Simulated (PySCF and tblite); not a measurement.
The numbers below are computed, except where a source is named.
C8H4N2, numbered as in [CH2:1]=[C:2]1[C:3]([C:4]#[N:5])=[CH:6][CH:7]=[C:8]1[C:9]#[N:10].

Level: B3LYP-D3(BJ)/def2-SVP (IEF-PCM, methanol)//GFN2-xTB, thermal terms from GFN2-xTB, symmetry numbers and mirror pairs counted. Conformers within 2.5 kcal/mol (GFN2-xTB free energy) were kept, 3 at most. GIAO shieldings: WP04/pcSseg-1 (IEF-PCM, methanol). Shifts are against TMS (¹H), TMS (¹³C) at the same level. Programs: PySCF with density fitting and tblite.

(1) Predict the averaged NMR shifts at 298.15 K.

Shifts are unscaled: against experiment ¹³C can be off by 15 ppm or more and ¹H by 0.8 ppm.

Results:

(1) ¹H: 7.60 (H6/H7, 2H), 7.21 (H1, 2H) ppm. ¹³C: 156.8 (C2), 156.1 (C6/C7), 146.7 (C1), 120.4 (C4/C9), 114.9 (C3/C8) ppm.
